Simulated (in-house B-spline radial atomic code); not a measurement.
Values are calculated unless marked as measured or tabulated.
H in an electron gas of r_s = 2.4: phase shifts, screening, friction and resistivity

A nucleus sits in a uniform electron gas with a rigid positive background. The Kohn-Sham equations are solved self-consistently in the spin-unpolarised LDA (PW92), non-relativistic, on B-splines with outgoing waves at the boundary and partial waves to l = 8. The model has no lattice, no bands and no magnetic solution. Atomic units; δ_l are the phase shifts at the Fermi level, counted so that each bound state adds π, and good to about 0.0005.

The density parameter is r_s = 2.4 bohr, near that of the valence electrons of In (3 per atom, density 7.31 g/cm³, mass 114.82 u, which gives r_s = 2.41).

```
l  δ_l (rad)
0     1.1854
1     0.0975
2     0.0148
3     0.0022
4     0.0003
5     0.0000
6     0.0000
7     0.0000
8     0.0000
```

Bound levels below the band bottom (hartree): s -0.002396.

(1) Check the Friedel sum rule, and say where the screening charge sits.

(2) Find the transport cross section and the electronic stopping of a 0.1 keV H ion (mass 1.01 u).

(3) What residual resistivity would 1 atomic per cent of such centres give in In?

(4) On a substitutional site the background of one host ion, a sphere holding 3 charges, is taken out. The phase shifts for l = 0 to 4 become 0.3691, -0.5907, -0.2336, -0.0625, -0.0120. What follows?

Results:

(1) k_F = (9π/4)^(1/3)/r_s = 0.79965. The rule is Z = (2/π) Σ (2l + 1) δ_l. The terms are s 0.755, p 0.186, d 0.047, f 0.010 and 0.002 beyond, in all 0.999 against Z = 1. Bound states hold 2 s, 0 p, 0 d electrons, so the scattering states carry -1.00 in all; where a term is smaller than its bound count, the bound level has drawn weight out of the band.

(2) σ_tr = (4π/k_F²) Σ (l + 1) sin²(δ_l − δ_(l+1)). The terms for l = 0 to 3 are 0.7844, 0.0136, 0.0005, 0.0000, all together 0.7985, so σ_tr = 19.652 × 0.7985 = 15.693 bohr². With n = 3/(4π r_s³) = 0.01727, the friction coefficient is Q = n k_F σ_tr = 0.2167. For v well below v_F = 0.800, dE/dx = Q v; with 24801 eV per u at v = 1, v = √(100/(24801 × 1.01)) = 0.0632, so dE/dx = 0.01369 hartree/bohr = 7.04 eV/nm. The largest term couples the s and p waves.

(3) Δρ = k_F n_i σ_tr/n in atomic units of 21.74 μΩ·cm. With one host atom per 3 electrons, n_i/n = 0.01/3, so Δρ = 0.7996 × 0.00333 × 15.693 × 21.74 = 0.91 μΩ·cm. This is an atom added to the gas, as on an interstitial site.

(4) The Friedel sum is now -2.00, for Z − 3 = -2. The sum in σ_tr is 1.0130, so σ_tr = 19.91 bohr² and Δρ = 1.15 μΩ·cm per atomic per cent, 1.27 times the value above. A real host ion scatters too, so this model doesn't give zero even for the host's own atom.
